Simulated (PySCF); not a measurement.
C₆H₉NSi.
SMILES with atom numbers: `[CH:1]#[C:2]/[C:3](=[N:4]\[SiH3:5])[CH:6]1[CH2:7][CH2:8]1`

Probes without a nucleus sit at each ring's centroid and 1 Å off its mean plane on both sides; NICS is minus the shielding there, NICSzz its component along the normal. Level: GIAO CAM-B3LYP/pcSseg-1 (PySCF, non-relativistic, gas phase) on the PBE0-D3(BJ)/def2-SVP geometry, one conformer.

Ring bond lengths (Å): C6–C7 1.512, C7–C8 1.486, C8–C6 1.511.

**Question.** Give the NICS values of each ring in ppm.

**Answer.** 
| ring | type | NICS(0) | NICS(1), two faces | NICS(1)zz, two faces | rms pucker (Å) | centre to ring atoms, mean (Å) |
| --- | --- | --- | --- | --- | --- | --- |
| C6–C7–C8 | 3-membered carbocycle; formal bonds all single | -42.1 | -8.6 / -8.2 | -24.2 / -26.3 | 0.00 | 0.87 |

**Question.** What can be read from them?

**Answer.** 
- C6–C7–C8: mean NICS(1)zz -25.3 ppm, shielded. C6, C7, C8 have four or more neighbours, and the NICS criterion for π rings isn't applied. NICS(0) lies 34 ppm below the mean NICS(1).

**Question.** At the first NICS(1) probe listed for ring C6–C7–C8, 1 Å off the ring, what do the in-plane components average?

**Answer.** The isotropic value is a third of the trace: (3 × -8.6 − (-24.2))/2 = -0.8 ppm.

**Question.** Give the inner angles of the rings.

**Answer.** 
- C6–C7–C8: C6 58.9°, C7 60.5°, C8 60.6°; sum 180.0° against 180° for a flat convex ring.

**Question.** How do the values depend on the level or the medium?

**Answer.** 
```tsv
level	NICS(0), C6–C7–C8	mean NICS(1)zz, C6–C7–C8
CAM-B3LYP/pcSseg-1, gas	-42.1	-25.3
PBE0/pcSseg-1, gas	-42.4	-25.4
```

The geometry is the same throughout.

Time: 33 s of wall time; peak memory 1.0 GiB. Hardware: an Arm Neoverse V1 with one thread, on a shared host. This is the whole shielding run at CAM-B3LYP/pcSseg-1, SCF included.

Conformer computed: `[CH:1]#[C:2]/[C:3](=[N:4]\[SiH3:5])[CH:6]1[CH2:7][CH2:8]1`: C2–C3–C6–C7 -36°.
